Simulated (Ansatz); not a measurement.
`[NH2][Ge][Cl]` and `[NH2][Ge][NH2]` differ in one atom or group.

Ansatz, PBE0-D4/def2-TZVP geometries, multiplicity 1. Each molecule was computed in one conformer, which needn't be the lowest.

Scalar relativity is left out up to krypton.

```json
{"property": "size of the dipole moment (PBE/def2-TZVPP) / D", "`[NH2][Ge][Cl]`": "2.82"}
{"property": "HOMO–LUMO gap (PBE0/def2-TZVPP) / eV", "`[NH2][Ge][Cl]`": "5.72"}
{"property": "HOMO–LUMO gap (B3LYP/def2-TZVPP) / eV", "`[NH2][Ge][Cl]`": "5.33"}
{"property": "HOMO–LUMO gap (PBE/def2-TZVPP) / eV", "`[NH2][Ge][Cl]`": "3.86"}
{"property": "HOMO energy (B3LYP/def2-TZVPP) / eV", "`[NH2][Ge][Cl]`": "-7.35"}
{"property": "size of the dipole moment (ωB97M-V/def2-TZVPP) / D", "`[NH2][Ge][Cl]`": "2.88"}
```

Task: Give the same properties after the change, and the shifts. (Estimate.)

Result: Computed: 
```
                                          property  `[NH2][Ge][NH2]`  shift
    size of the dipole moment (PBE/def2-TZVPP) / D              1.50  -1.32
              HOMO–LUMO gap (PBE0/def2-TZVPP) / eV              6.22   0.50
             HOMO–LUMO gap (B3LYP/def2-TZVPP) / eV              5.85   0.52
               HOMO–LUMO gap (PBE/def2-TZVPP) / eV              4.22   0.36
               HOMO energy (B3LYP/def2-TZVPP) / eV             -6.66   0.69
size of the dipole moment (ωB97M-V/def2-TZVPP) / D              1.32  -1.56
```

With PBE0 the HOMO rises by 0.72 eV and the LUMO rises by 1.22 eV, so the gap widens by about 0.50 eV. PBE moves the HOMO by 0.83 eV and ωB97M-V by 0.65 eV. The zero-point energy changes by 62.5 kJ/mol with +6 modes. Dipoles are sizes alone; their direction can turn.

B3LYP here is the variant with VWN-RPA as its local correlation; programs differ in this.
